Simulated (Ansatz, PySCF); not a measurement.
Process, species as SMILES: BOC + 2 [H][H] (H2) -> B (BH3) + C (CH4) + O (H2O)
Structures are relaxed separately at B3LYP-D3(BJ)/def2-TZVP in Ansatz (a quantum-chemistry and plane-wave program), one conformer each, not searched for the lowest. Frequencies are from Ansatz or PySCF.

Property: energy of full hydrogenation (0 K, with B3LYP-D3(BJ) harmonic zero-point energies), in eV. Correlated levels leave the core frozen unless marked. No spin-orbit coupling. Non-relativistic. CBS marks a two-point X^-3 extrapolation of the correlation energy; Hartree-Fock from the larger set.

| level | program | energy of full hydrogenation (eV) |
|---|---|---|
| HF/6-31G | Ansatz | 0.01 |
| RI-HF/aug-cc-pVQZ | Ansatz | 0.09 |
| PBE/def2-TZVPD | Ansatz | 0.44 |
| BLYP-D3(BJ)/def2-TZVPD | Ansatz + dftd3 | 0.52 |
| BLYP/def2-TZVPD | Ansatz | 0.44 |
| PBE0/def2-TZVPD | Ansatz | 0.34 |
| PBE0/def2-QZVPP | Ansatz | 0.31 |
| BHLYP/def2-TZVPD | Ansatz | 0.29 |
| HSE06/def2-TZVPD | Ansatz | 0.34 |
| CAM-B3LYP-D3(BJ)/def2-TZVPD | Ansatz + dftd3 | 0.42 |
| LC-wPBE-D4/def2-TZVPD | Ansatz + dftd4 | 0.37 |
| MP2/aug-cc-pVDZ | Ansatz | 0.12 |
| MP2/cc-pVTZ | Ansatz | 0.43 |
| CCSD/cc-pVTZ | Ansatz | 0.34 |
| CCSD(T)/CBS(cc-pVTZ,cc-pVQZ) | Ansatz | 0.36 |
